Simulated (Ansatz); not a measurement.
Z-matrix (Å, degrees):
```
C
S 1 1.816
H 1 1.090 2 111.6
H 1 1.090 2 106.2 3 118.1
H 1 1.089 2 111.3 3 -123.7
Ge 2 2.215 1 98.0 3 51.3
F 6 1.746 2 104.2 1 -169.0
H 6 1.568 2 110.0 1 -56.5
```

Total charge 0; spin multiplicity 2.

Task: List the PBE/def2-TZVPP orbital energies in eV (the Gaussian-basis code of Ansatz). (Estimate.)

Result: The calculation gave: α occupied: -10805.33, -2396.20, -1338.59, -1192.04, -1192.02, -1192.00, -659.23, -270.15, -209.11, -163.22, -155.27, -155.19, -155.04, -114.69, -114.68, -114.60, -30.92, -30.50, -30.46, -30.42, -30.42, -28.08, -19.80, -16.23, -13.35, -11.14, -11.00, -10.20, -9.86, -9.44, -9.07, -7.84, -6.55, -5.15. α empty: -1.39, -0.41, 0.17, 0.38, 1.37, 1.81, 1.99, 3.42. β occupied: -10805.31, -2396.17, -1338.58, -1192.01, -1192.01, -1191.99, -659.18, -270.16, -209.08, -163.19, -155.24, -155.13, -154.99, -114.66, -114.63, -114.57, -30.86, -30.44, -30.38, -30.36, -30.34, -27.98, -19.71, -16.12, -13.07, -11.09, -10.96, -10.03, -9.72, -9.27, -9.00, -7.58, -6.29. β empty: -4.09, -1.17, -0.15, 0.34, 0.66, 1.59, 1.89, 2.10. ⟨S²⟩ = 0.752.
